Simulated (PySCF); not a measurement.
# Dipole moment and polarisability of `NCC1=CCNC1`

C₅H₁₀N₂.
SMILES with atom numbers: `[NH2:1][CH2:2][C:3]1=[CH:4][CH2:5][NH:6][CH2:7]1` (hydrogens: H8, H9 on N1; H10, H11 on C2; H12 on C4; H13, H14 on C5; H15 on N6; H16, H17 on C7)

Geometry (GFN2-xTB, Å), atoms numbered from 1 in this order:
```xyz
17
C5H10N2 angstrom
N      2.5383    0.8952    0.0501
C      1.7371   -0.2615   -0.3068
C      0.2576   -0.1258   -0.1093
C     -0.4421    0.8824    0.3915
C     -1.9138    0.5659    0.3516
N     -1.9880   -0.8660    0.0472
C     -0.6938   -1.2235   -0.5362
H      2.4104    1.1160    1.0324
H      2.2374    1.7020   -0.4872
H      1.9303   -0.4900   -1.3615
H      2.1009   -1.1137    0.2801
H     -0.0786    1.8222    0.7666
H     -2.4329    0.8110    1.2804
H     -2.3960    1.1242   -0.4626
H     -2.1205   -1.3833    0.9098
H     -0.7860   -1.2255   -1.6309
H     -0.3673   -2.2176   -0.2249
```

Level: PBE0/def2-SVPD (PySCF), static field, nuclei fixed, core orbitals frozen in the response. The polarisability tensor in these axes (au):

```
x   84.38 -2.21 -4.43
y   -2.21 75.20  6.58
z   -4.43  6.58 62.11
```

**Question.** What are the eigenvalues, a third of the trace, and Δα (Δα² = ½Σ(αi − αj)² over the three pairs)?

**Answer.** Principal values 58.95, 76.32 and 86.42 au; mean 73.90 au = 10.95 Å³ = 12.18 × 10⁻⁴⁰ C²·m²/J; Δα = 24.07 au (33 % of the mean).

**Question.** What is the dipole moment, and where does it point?

**Answer.** (-0.19, 0.31, 1.02) D, 1.09 D in size, pointing from the negative to the positive side. Measured along this direction, the outermost atoms are H16 and H10 at the negative end and H13 at the positive end.

**Question.** Find the Langevin capture rate constant for NH4+ (18.034 u) meeting this molecule (98.084 u), k = 2.342 × 10⁻⁹ cm³/s × √(α in Å³ / reduced mass in u).

**Answer.** The reduced mass is 15.23 u, so k = 1.99 × 10⁻⁹ cm³/s. The formula leaves out the permanent dipole, which adds to the capture rate.

**Question.** Form Σ f/ω² (atomic units) for the 6 lowest TDDFT singlets, given as eV and f, and set it beside the mean polarisability, which is this sum over all singlets: 5.65, 0.0064; 5.87, 0.0126; 6.27, 0.0144; 6.38, 0.0015; 6.44, 0.0183; 6.74, 0.0024.

**Answer.** They add up to 1.08 au, 1.5 % of the 73.90 au; the largest single term is 0.33 au, from the state at 6.44 eV. Terms in order: 0.15, 0.27, 0.27, 0.03, 0.33, 0.04 au. Higher excitations give the rest. The strengths listed sum to 0.056.

**Question.** Rayleigh depolarisation ratio (linearly polarised light, static tensor)?

**Answer.** ρ = 3Δα²/(45ᾱ² + 4Δα²) = 1738.1/(245728 + 2317.4) = 0.00701.

**Question.** What molar refraction does this α imply?

**Answer.** Lorentz–Lorenz: R = (4π/3)N_A α = 2.5225 cm³/(mol·Å³) × 10.95 Å³ = 27.6 cm³/mol, in the limit of long wavelengths.

**Question.** Directions of the eigenvectors, and the extent of the frame along each?

**Answer.** Largest value along (0.91, -0.33, -0.25), where the nuclei span 5.07 Å; middle along (0.39, 0.87, 0.28), 4.38 Å; least along (0.13, -0.36, 0.93), 2.23 Å. The response follows the extents in order.

The structure is a single GFN2-xTB conformer in the gas phase; no vibrational or solvent corrections.

These values come from a run that also computed excited states. The run took about 90 s of CPU time (one thread, shared machine).
